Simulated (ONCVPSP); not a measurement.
# Ge (Z = 32): variants of one ONCV potential

Base potential:

* Element: Ge (Z = 32)
* Generator: ONCVPSP 4.0.1
* Type: optimised norm-conserving Vanderbilt (ONCV)
* Functional: PBE
* Relativity: fully relativistic
* Frozen core: [Ar] 3d10
* Valence charge: 4
* Reference configuration: 4s1.5 4p2.5
* Partial waves: 4s: rc 1.40 bohr, ncon 4, nbas 7, qcut 4.4 1/bohr, local; 4p: rc 2.45 bohr, ncon 4, nbas 8, qcut 2.7 1/bohr, 1 projector
* Local potential: the s channel
* Core correction: none

Open shells are filled in proportion to 2j + 1.

All-electron outer shells of the reference configuration (PBE, scalar-relativistic, ld1.x):

```csv
shell,level (eV),outermost node (bohr),outermost maximum (bohr)
3p,-116.53,0.23,0.54
3d,-30.20,–,0.50
4s,-12.22,0.77,1.73
4p,-4.25,0.82,2.19
```

Cutoffs, loose and tight: the cutoffs (Ha) at which the residual kinetic energy of the hardest occupied pseudo-wave falls to 1 and 0.1 mHa per electron. They do not see the model core or the augmentation charge, which bear on the density cutoff. Test errors are all-electron minus pseudo excitation energies from the reference, over the configurations 4s2 4p2; 4s2 4p1; 4s2 4p0; 4s0 4p4. A dash means not determined; rows that change the core or the reference have their own tests.

A true bound ghost makes a file unfit for plane-wave use even where its test errors are small: the radial tests pick states by their node count and pass the ghost by.

```csv
change,outcome,"cutoff, loose","cutoff, tight",bound ghosts,GHOST(+) flags above zero,largest test error (meV)
base,generated,26 Ha,60 Ha,p1/2,p3/2,+41
functional PBEsol,generated,26 Ha,60 Ha,"p3/2, p1/2",none,-45
p: qcut 3.6,generated,26 Ha,60 Ha,p1/2,p3/2,+39
p: qcut 2,generated,26 Ha,60 Ha,p1/2,p3/2,+37
scalar-relativistic,generated,26 Ha,60 Ha,p,none,+41
s: rc 1.64,generated,8.9 Ha,17 Ha,"p3/2, p1/2",none,+47
reference 4s2 4p2,generated,26 Ha,60 Ha,p1/2,p3/2,+68
"core correction Teter function fitted to the true core (icmod 2), fcfact 0.5",generated,26 Ha,60 Ha,p1/2,p3/2,-6.0
```
